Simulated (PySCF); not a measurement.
A structure optimised at ωB97X-D3(BJ)/def2-SVP, used in a PySCF frequency run:

```
C
H 1 1.1110
C 1 1.5409 2 107.23
H 3 1.1029 1 112.31 2 -59.46
H 3 1.1041 4 107.19 1 122.81
H 3 1.1054 4 107.31 5 114.41
C 1 1.5409 2 107.22 3 119.20
H 7 1.1029 1 112.32 2 59.49
H 7 1.1041 8 107.19 1 -122.82
H 7 1.1054 8 107.32 9 -114.41
Be 1 1.6912 2 105.32 7 120.40
Se 11 2.0398 2 151.77 1 179.99
H 12 1.4693 11 90.71 2 0.73
```
Charge 0, spin multiplicity 1.

**Question.** Write its SMILES and formula.

**Answer.** C[CH](C)[Be][SeH], C₃H₈BeSe

**Question.** What are its rotational constants (standard atomic weights)?

**Answer.** 7.6601, 0.98119, 0.90297 GHz
